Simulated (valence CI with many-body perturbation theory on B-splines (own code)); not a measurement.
**Ce⁴³⁺: fill in the table**

Calculated by configuration interaction combined with many-body perturbation theory (CI+MBPT): five valence electrons over a frozen Dirac-Fock core [Ne], radial functions for each j: 11 s, 11 p, 10 d, 8 f, 5 g, 2 h, with the one-electron correlation potential Σ1 (screened to all orders), the two-electron term Σ2, the three-electron term Σ3, Breit, model QED; selected single and double excitations, second order for the rest, scaled by the run's own slope (own B-spline code, finite nucleus).

No measured spectrum was set against this ion. As an estimate, large intervals hold to a few tenths of a per cent, small ones and those within an open d or f shell to about a per cent. Among the levels kept, up to 3200 cm⁻¹ of a level comes from second order outside the variational space, and about a tenth of that is noise between levels of different J, which matters for small intervals.

| Level | E (cm⁻¹) |
| --- | --- |
| (3s^2 3p1/2^2 3p3/2) J=3/2 | 0 |
| (3s^2 3p1/2 3p3/2^2) J=3/2 | 822700 |
| (3s^2 3p1/2 3p3/2^2) J=5/2 | 894860 |
| (3s^2 3p1/2 3p3/2^2) J=1/2 | 984220 |
| (3s^2 3p1/2^2 3d3/2) J=3/2 | 1347500 |
| (3s^2 3p1/2^2 3d5/2) J=5/2 | ? |
| (3s 3p1/2^2 3p3/2^2) J=5/2 | 1809200 |
| (3s^2 3p3/2^3) J=3/2 | 1817500 |
| (3s 3p1/2^2 3p3/2^2) J=1/2 | 1966400 |
| (3s 3p1/2^2 3p3/2^2) J=3/2 | 1970400 |
| (3s^2 3p1/2 3p3/2 3d3/2) J=5/2 [a] | 2163200 |
| (3s^2 3p1/2 3p3/2 3d3/2) J=3/2 [a] | ? |
| (3s^2 3p1/2 3p3/2 3d3/2) J=1/2 [a] | 2178200 |
| (3s^2 3p1/2 3p3/2 3d3/2) J=7/2 | 2233800 |
| (3s^2 3p1/2 3p3/2 3d5/2) J=7/2 [a] | ? |
| (3s^2 3p1/2 3p3/2 3d5/2) J=3/2 [a] | 2395500 |
| (3s^2 3p1/2 3p3/2 3d3/2) J=5/2 [b] | ? |
| (3s^2 3p1/2 3p3/2 3d5/2) J=5/2 [a] | 2440000 |
| (3s^2 3p1/2 3p3/2 3d5/2) J=9/2 | ? |
| (3s^2 3p1/2 3p3/2 3d3/2) J=3/2 [b] | ? |

Levels are named by their leading jj configuration (3d3/2^4 stands for four electrons in 3d with j = 3/2), which in mixed levels can hold well under half, so a name can repeat and another be missing. Letters in brackets count levels of one name in rising energy.

Problem. The levels stand in rising order. What does the calculation give for the missing energies?

Solution. (3s^2 3p1/2^2 3d5/2) J=5/2 1596100; (3s^2 3p1/2 3p3/2 3d3/2) J=3/2 [a] 2174600; (3s^2 3p1/2 3p3/2 3d5/2) J=7/2 [a] 2372000; (3s^2 3p1/2 3p3/2 3d3/2) J=5/2 [b] 2401800; (3s^2 3p1/2 3p3/2 3d5/2) J=9/2 2448400; (3s^2 3p1/2 3p3/2 3d3/2) J=3/2 [b] 2450800.
